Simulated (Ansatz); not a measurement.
Reaction (redistribution): `O[SiH2]BO[SiH3]` + `F[SiH2]O[SiH3]` → `[SiH3]OBO[SiH3]` + `O[SiH2][SiH2]F`

Gas-phase electronic energies from Ansatz, PBE0-D4/def2-TZVP geometries. CCSD(T)/CBS adds triple-zeta CCSD(T) − MP2 to the extrapolated MP2 energy (def2 sets, frozen cores). This one scheme is used for every species. One conformer a species, not always the lowest.

```json
{"level": "SCS-MP2/def2-QZVPP", "ΔE (eV)": "-0.24"}
{"level": "MP2/CBS(def2)", "ΔE (eV)": "-0.27"}
```

(1) What does CCSD(T)/CBS give? (Best estimate.)

Largest T1 diagnostic among the species: 0.013.

Answers

(1) Computed: -0.29 eV. The listed levels differ from it by 0.05, 0.02 eV.
